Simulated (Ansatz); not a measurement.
Stepwise reaction of `O[SiH2][SiH](O)[SiH3]` with hydrogen, as a gas-phase model of exchange steps in deposition or etching. ΔE in kJ/mol.

Gas-phase electronic energies from Ansatz, PBE0-D4/def2-TZVP geometries. CCSD(T)/CBS adds triple-zeta CCSD(T) − MP2 to the extrapolated MP2 energy (def2 sets, frozen cores). This one scheme is used for every species. Functionals use def2-TZVPP. B3LYP here is the variant with VWN-RPA as its local correlation; programs differ in this. Each species was taken in one conformer, which may not be the lowest.

```
step                                                    reaction  PBE-D4  B3LYP-D4  ωB97M-V  CCSD(T)/CBS
   1  `O[SiH2][SiH](O)[SiH3]` + H₂ → `O[SiH2][SiH3]` + `O[SiH3]`    -6.7     -21.2    -27.0        -23.9
   2                     `O[SiH2][SiH3]` + H₂ → SiH₄ + `O[SiH3]`    -9.9     -26.1    -31.0        -26.6
```

**Question.** By hand: ΔE of the 2 steps together at CCSD(T)/CBS.

**Answer.** (-23.9) + (-26.6) = -50.5 kJ/mol, or -25.2 kJ/mol a step.

In ΔE the steps differ by no more than 2.7 kJ/mol. All are downhill at CCSD(T)/CBS. PBE-D4 differs from CCSD(T)/CBS by 16.7 to 17.2 kJ/mol a step. Isolated molecules leave out the surface, adducts and barriers. Largest T1 diagnostic: 0.013.
